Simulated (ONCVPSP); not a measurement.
## Which change was made? (C, ONCV)

carbon, optimised norm-conserving Vanderbilt (ONCV), made with ONCVPSP 4.0.1 (PBE, non-relativistic). Core [He], reference 2s2 2p2. Waves: 2s: rc 1.30 bohr, ncon 4, nbas 7, qcut 5.6 1/bohr, 2 projectors, debl 1.7 Ha; 2p: rc 1.95 bohr, ncon 4, nbas 8, qcut 6.3 1/bohr, 2 projectors, debl 1.4 Ha. Local part: polynomial inside 1.05 bohr (lpopt 3, dvloc0 0 Ha). Core correction: Teter function, fcfact 4.75, rcfact 1.3.

Cutoffs, loose and tight: the cutoffs (Ha) at which the residual kinetic energy of the hardest occupied pseudo-wave falls to 1 and 0.1 mHa per electron. They do not see the model core or the augmentation charge, which bear on the density cutoff. Test errors are all-electron minus pseudo excitation energies from the reference, over the configurations 2s2 2p1; 2s2 2p0; 2s1 2p0; 2s2 2p1.5; variants that change the core or the reference have their own tests.

The base gives: outcome: generated; cutoff, loose: 16 Ha; cutoff, tight: 60 Ha; bound ghosts: none; GHOST(+) flags above zero: none; largest test error (meV): +669.

Question: After one change the result is: outcome: generated; cutoff, loose: 51 Ha; cutoff, tight: 70 Ha; bound ghosts: none; GHOST(+) flags above zero: none; largest test error (meV): +980. Which change was it?
A. s: qcut 7.6; p: qcut 8.6
B. s: qcut 4.6; p: qcut 5.2
C. s: qcut 4.2; p: qcut 4.7
D. s: qcut 5.1; p: qcut 5.7

Answer: C. The others give: s: qcut 5.1; p: qcut 5.7 → outcome: generated; cutoff, loose: 25 Ha; cutoff, tight: 64 Ha; bound ghosts: none; GHOST(+) flags above zero: none; largest test error (meV): +759 | s: qcut 7.6; p: qcut 8.6 → outcome: generated; cutoff, loose: 19 Ha; cutoff, tight: 25 Ha; bound ghosts: none; GHOST(+) flags above zero: none; largest test error (meV): +471 | s: qcut 4.6; p: qcut 5.2 → outcome: generated; cutoff, loose: 36 Ha; cutoff, tight: 68 Ha; bound ghosts: none; GHOST(+) flags above zero: none; largest test error (meV): +857.
